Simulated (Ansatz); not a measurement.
Ansatz (a program for electronic structure) input (PBE/def2-SVP):

Ansatz 0.2 input:
```yaml
crystal:
  periodic: [false, false, false]
  atoms:
    - {symbol: Ca, position_ang: [0.16819000, 0.03966900, 0.10784300]}
    - {symbol: F, position_ang: [0.89604800, 0.79497300, -1.62098000]}
    - {symbol: O, position_ang: [-1.19157900, -0.83678500, 1.32656300]}
    - {symbol: H, position_ang: [-1.89558900, -1.25385500, 1.81945800]}
basis:
  gaussian:
    orbitals: def2-SVP
hamiltonian:
  xc: {name: PBE}
output: {forces: true}
```

Output:

```
Functional definition: PBE
integrals: 0.02 GiB planned
633 factors; their error is unknown
mean field: 0.11 GiB planned
mean field evaluation 1: about -23193.6196 eV, gradient 7.9e1 eV
mean field evaluation 2: about -22869.9754 eV, gradient 3.1e2 eV
mean field evaluation 4: about -23202.2586 eV, gradient 3.9e1 eV
mean field evaluation 8: about -23204.8905 eV, gradient 5.0e-2 eV
mean field evaluation 16: about -23204.8713 eV, gradient 7.0e-5 eV
mean field -23204.87133296 eV, -852.7632926594 hartree, gradient 7.0e-5 eV, S^2 0.000000; 0 other end points of the search recorded, 0 dependent functions left out
the calculation of the forces begins
reference -23204.87141869 eV, -852.7632958100 hartree; 19, 19 occupied and 38, 38 virtual orbitals, 633 factors
Total energy: -23204.87141869 eV, -852.7632958100 hartree
Atom 0 at     0.168190     0.039669     0.107843 Å, force     0.000955     0.048752    -0.181938 eV/Å
Atom 1 at     0.896048     0.794973    -1.620980 Å, force    -0.212598    -0.196602     0.414635 eV/Å
Atom 2 at    -1.191579    -0.836785     1.326563 Å, force     0.727191     0.450526    -0.583319 eV/Å
Atom 3 at    -1.895589    -1.253855     1.819458 Å, force    -0.515547    -0.302676     0.350622 eV/Å
Dipole moment:     0.119273    -0.104549     0.575601 e Å
```

The geometry given is a B3LYP-D3(BJ)/def2-TZVP minimum.
